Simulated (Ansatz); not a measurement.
```yaml
crystal:
  periodic: [false, false, false]
  atoms:
    - {symbol: C, position_ang: [-1.363795, 0.636702, -0.600752]}
    - {symbol: As, position_ang: [0.223342, -0.338955, -1.271884]}
    - {symbol: Si, position_ang: [1.138537, -0.819282, 0.850177]}
    - {symbol: H, position_ang: [-1.834263, 1.146620, -1.441318]}
    - {symbol: H, position_ang: [-1.113665, 1.361618, 0.172015]}
    - {symbol: H, position_ang: [-2.067794, -0.093022, -0.199965]}
    - {symbol: H, position_ang: [1.113519, 0.888245, -1.436391]}
    - {symbol: H, position_ang: [0.305905, -1.871607, 1.492912]}
    - {symbol: H, position_ang: [1.156592, 0.372879, 1.741893]}
    - {symbol: H, position_ang: [2.524622, -1.334396, 0.696112]}
basis:
  gaussian: {orbitals: cc-pVDZ}
hamiltonian: {xc: {name: wB97X}}
scf: {max_iter: 3}
```

```sh
$ ansatz run in.yaml --threads 4 --pin off --events-out ev --progress --plain --max-ram 10444MiB
```

It prints (some lines left out):

```
Error: invalid value for `basis.gaussian`: such a run doesn't read scf.max_iter; remove what it names
```

Q: Something in this input is off. What?

A: The input holds a key that doesn't belong there. The program refused the input.
